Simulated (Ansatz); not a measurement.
Ideal-gas functions of CH₅BN₂ (`NC1BN1`) at 800 K and 1 bar, from an Ansatz frequency run at PBE0-D4/def2-TZVP.

Molar mass 55.88 g/mol, point group C1 (symmetry number 1), electronic degeneracy 1, moments of inertia 24.322, 74.02, 84.267 u Å². Harmonic wavenumbers (cm⁻¹, unscaled): 191, 298, 405, 524, 700, 760, 804, 928, 956, 988, 1038, 1194, 1274, 1382, 1513, 1662, 2737, 3071, 3551, 3633, 3669.

Use S(trans) = R[1.5 ln M + 2.5 ln T − 1.1517]; rotational temperatures θ = 24.2544 K / I; S(rot) = R[ln(√π/σ · √(T³/θAθBθC)) + 1.5]; for each mode x = 1.438777 ν̃/T, S = R[x/(eˣ − 1) − ln(1 − e⁻ˣ)] and H = RT x/(eˣ − 1); 1 cm⁻¹ = 0.0119627 kJ/mol; R = 8.31446 J/(mol·K).

By hand: the entropy, in J/(mol·K).

Translation 179.5. Rotation: θ = 0.9972, 0.3277, 0.2878 K, giving 110.4. Vibration, mode by mode: 17.24, 13.60, 11.13, 9.11, 6.93, 6.33, 5.94, 4.96, 4.76, 4.55, 4.24, 3.39, 3.03, 2.60, 2.16, 1.75, 0.36, 0.22, 0.10, 0.09, 0.09, in all 102.6. Electronic 0.0. Sum 392.5 J/(mol·K).

By hand: H − E and G − E in kJ/mol, counted from the electronic energy.

Zero-point energy ½ × 31278 × 0.0119627 = 187.1; thermal vibration 46.3; translation, rotation and pV give 4 RT = 26.6. H − E = 260.0 kJ/mol, and G − E = 260.0 − 800 × 392.5/1000 = -54.0 kJ/mol.

Vibration gives 26 % of the entropy. The sum counts one conformer and one mirror image; others add a mixing term.
